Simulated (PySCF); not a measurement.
C₃H₇AlO₂, SMILES [CH2]([Al]([OH])[OH])C=C. Atoms are numbered in the order given.

```xyz
13

Al     0.0898     0.0139     0.9164
C      0.2177    -1.1048    -0.6906
C     -0.5170    -0.4684    -1.8268
C      0.0069     0.3289    -2.7682
H     -0.1628    -2.1139    -0.4614
H      1.2944    -1.2070    -0.9187
H     -1.6015    -0.6444    -1.8494
H      1.0809     0.5434    -2.8048
H     -0.6160     0.7817    -3.5437
O     -0.1748     1.6974     0.8134
H     -0.3054     2.1321    -0.0357
O      0.2589    -0.6967     2.4530
H      0.2245    -0.2115     3.2826
```

Geometry optimised at B3LYP-D3(BJ)/def2-SVP. Other conformers were not sampled.

Level of theory: PySCF with TDA-PBE/def2-SVPD.

Vertical excitations. 

| state | energy (eV) | λ (nm) | f | main pairs |
|---|---|---|---|---|
| S1 | 4.69 | 264 | 0.044 | HOMO→LUMO 84 %, HOMO→LUMO+1 14 % |
| S2 | 5.38 | 230 | 0.027 | HOMO→LUMO+1 55 %, HOMO→LUMO+2 37 % |
| S3 | 6.01 | 206 | 0.000 | HOMO−1→LUMO 99 % |
| S4 | 6.10 | 203 | 0.016 | HOMO→LUMO+3 96 % |
| S5 | 6.26 | 198 | 0.143 | HOMO−2→LUMO 42 %, HOMO→LUMO+2 25 %, HOMO→LUMO+4 16 %, HOMO→LUMO+1 7 % |
| S6 | 6.47 | 192 | 0.022 | HOMO−1→LUMO+1 39 %, HOMO→LUMO+4 25 %, HOMO−2→LUMO 24 % |
| S7 | 6.52 | 190 | 0.021 | HOMO−1→LUMO+1 46 %, HOMO→LUMO+4 19 %, HOMO−2→LUMO 15 % |
| S8 | 6.58 | 188 | 0.058 | HOMO−3→LUMO 90 % |
| S9 | 6.67 | 186 | 0.025 | HOMO−2→LUMO+1 38 %, HOMO→LUMO+4 27 %, HOMO→LUMO+5 8 %, HOMO→LUMO+6 7 % |
| S10 | 6.73 | 184 | 0.035 | HOMO−4→LUMO 85 % |
| T1 | 4.02 | 308 | 0 | HOMO→LUMO 61 %, HOMO→LUMO+1 30 % |
| T2 | 4.61 | 269 | 0 | HOMO→LUMO+1 61 %, HOMO→LUMO 36 % |
| T3 | 5.35 | 232 | 0 | HOMO→LUMO+2 88 % |
| T4 | 5.82 | 213 | 0 | HOMO−1→LUMO 99 % |
Triplets are in the Tamm–Dancoff approximation.
